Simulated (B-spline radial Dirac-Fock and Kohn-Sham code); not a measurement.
Model: a relativistic independent-particle model: LDA orbitals of the hole state, radiative multipoles to third order, Auger rates from the Coulomb interaction with a continuum orbital, Dirac-Fock energies. Program: an atomic code on a B-spline grid. Free neutral atoms.

Question: Order these holes by fluorescence yield, smallest first.
A. F K (1s)
B. N K (1s)
C. Mn L3 (2p3/2)
D. Yb M4 (3d3/2)
E. Fe L2 (2p1/2)

Answer: C (0.00402), B (0.00460), E (0.00534), D (0.00889), A (0.0112).

Values without a named source are computed, but for edge energies of neutral atoms, which are taken from tables.
